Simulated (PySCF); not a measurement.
# Electronic absorption of C4H9NSSi2

C₄H₉NSSi₂.
SMILES: `CS[SiH2]/C=C(\[SiH3])C#N`

Theory: PySCF 2.14.0, density-fitted response routines, TDDFT B3LYP/def2-SVPD, vertical, gas phase, core orbitals frozen in the response. Geometry: PBE0-D3(BJ)/def2-SVP, one conformer, isolated molecule. Torsions of this conformer, `[CH3:1][S:2][SiH2:3]/[CH:4]=[C:5](\[SiH3:6])[C:7]#[N:8]`: C1–S2–Si3–C4 178°, S2–Si3–C4–C5 178°.

What does the calculation give for the low-lying excited states?

| state | E (eV) | E (hartree) | f | main configurations (H = HOMO, L = LUMO) |
| --- | --- | --- | --- | --- |
| S1 | 3.85 | 0.1413 | 0.020 | H→L (100%) |
| S2 | 5.27 | 0.1936 | 0.0000 | H→L+1 (50%), H-3→L (34%), H-2→L (9%) |
| S3 | 5.30 | 0.1947 | 0.0035 | H-3→L (48%), H→L+1 (39%) |
| S4 | 5.47 | 0.2011 | 0.422 | H-1→L (92%) |
| S5 | 5.50 | 0.2021 | 0.0025 | H-2→L (79%), H-3→L (17%) |
| S6 | 5.73 | 0.2105 | 0.0040 | H-4→L (94%) |

The lowest singlet lies at 3.85 eV (322 nm, ultraviolet) and is weak; its leading configuration is HOMO→LUMO (100%). The strongest level in the table is S4 at 5.47 eV (227 nm, f = 0.422). Löwdin shares by element: HOMO sulfur 70%, carbon 10% or more, silicon 10% or more; LUMO carbon 66% or more, nitrogen 11% (atoms not listed hold the other 23%). The oscillator strengths of these states sum to 0.451; summed over the whole spectrum of an exact calculation they would give the number of electrons, 84 (Thomas–Reiche–Kuhn). Of the 6 states listed, 2 reach f = 0.01 and 1 stays under 0.0005. Orbital energies (eV): HOMO-3 -9.07, HOMO-2 -8.76, HOMO-1 -8.13, HOMO -7.04, LUMO -2.50, LUMO+1 -0.72, LUMO+2 -0.21. The window holds the lowest 6 singlets.
